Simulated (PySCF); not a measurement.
C5H14NSi (doublet state).
Z-matrix (Å and degrees, GFN2-xTB geometry), rows numbered from 1:
```
C 
C   1  1.5221
C   2  1.5231  1  112.51
C   3  1.5244  2  112.50  1  -170.09
C   4  1.5483  3  111.42  2    63.73
N   5  1.3934  4  114.35  3   -72.28
Si  6  1.6931  5  130.89  4   -68.86
H   1  1.0879  2  110.69  3    59.36
H   1  1.0887  2  110.56  3   -60.67
H   1  1.0870  2  110.49  3   179.38
H   2  1.0925  1  109.82  3   122.28
H   2  1.0975  1  110.00  3  -120.20
H   3  1.0940  2  109.61  1    68.85
H   3  1.0931  2  109.34  1   -48.74
H   4  1.0919  3  109.59  2  -176.44
H   4  1.0912  3  110.32  2   -56.66
H   5  1.1015  4  106.49  3   165.95
H   5  1.0994  4  108.63  3    49.74
H   7  1.4710  6  110.02  5    97.37
H   7  1.4627  6  103.88  5  -144.99
H   7  1.4724  6  115.11  5   -23.34
```

The hyperfine couplings belong to this conformer and change with its torsions.

Identity: `CCCCC[N][SiH3]` [radical].

Computed with UKS B3LYP, pcH-1 on C H N Si, non-relativistic, mean-field spin-orbit, GIAO in PySCF 2.14.0. The structure is a single GFN2-xTB conformer in the gas phase; no vibrational or solvent corrections. GFN2-xTB frequencies show an imaginary mode (55i cm⁻¹), so this geometry is no minimum at that level. A GFN2-xTB geometry isn't a minimum of the functional, and hyperfine couplings can be far from their values at a DFT geometry. No stability test was run, so a lower SCF solution isn't excluded.

Q: Match the computed a_iso(13C) values +52.3, -31.2, +8.8, -2.9, +2.7 MHz with the sites C1; C2; C3; C4; C5.

A: 
```csv
site,a_iso (MHz),ρ(0) (bohr⁻³),position,distance from N6 (Å),spin population,largest |T| (MHz)
C1,+2.7,+0.0024,5 bonds from N6,4.22,0.00,1.3
C2,+8.8,+0.0078,4 bonds from N6,2.93,+0.02,7.1
C3,-2.9,-0.0026,3 bonds from N6,3.12,0.00,1.9
C4,+52.3,+0.0465,2 bonds from N6,2.47,+0.07,16.6
C5,-31.2,-0.0278,1 bond from N6,1.39,-0.06,4.9
```

Q: The isotropic 1H couplings, averaged over equivalent nuclei, are +65.7, +48.8, +11.3, +6.7, +1.7, -0.6 MHz. Assign them to H8/H9/H10; H11/H12; H13/H14; H15/H16; H17/H18; H19/H20/H21.

A: 
```csv
site,a_iso (MHz),ρ(0) (bohr⁻³),position,distance from N6 (Å),bound to,spin population there,largest |T| (MHz)
H8/H9/H10,+1.7,+0.0004,6 bonds from N6,4.67,C1,0.00,1.7
H11/H12,+6.7,+0.0015,5 bonds from N6,2.68,C2,+0.02,11.1
H13/H14,+11.3,+0.0025,4 bonds from N6,3.79,C3,0.00,2.9
H15/H16,-0.6,-0.0001,3 bonds from N6,3.01,C4,+0.07,7.1
H17/H18,+65.7,+0.0147,2 bonds from N6,2.04,C5,-0.06,9.9
H19/H20/H21,+48.8,+0.0109,2 bonds from N6,2.59,Si7,-0.04,6.1
```

ρ(0) is the spin density at the nucleus and T the dipolar tensor; a_iso includes a spin–orbit part; entries for several nuclei are means. Largest spin populations (Mulliken): N6 (+0.86) and C4 (+0.07). No atom but N6 exceeds +0.15.

Means are taken over nuclei equivalent by connectivity, which assumes that they swap fast. The three 1H nuclei of mean +48.8 MHz run from 10.0 to 98.6 MHz in the frozen geometry. The 1H value of +65.7 MHz is a mean of couplings from 1.8 to 129.6 MHz in this one geometry, not an average over conformers. The 1H value of +11.3 MHz is a mean of couplings from 2.3 to 20.3 MHz in this one geometry, not an average over conformers.

Time: 1.7 min (with the writing of density and orbital grids); peak memory 1.1 GiB. Hardware: Intel Xeon at 2.60 GHz, one thread, shared host with 128 logical CPUs at a one-minute load of 11.
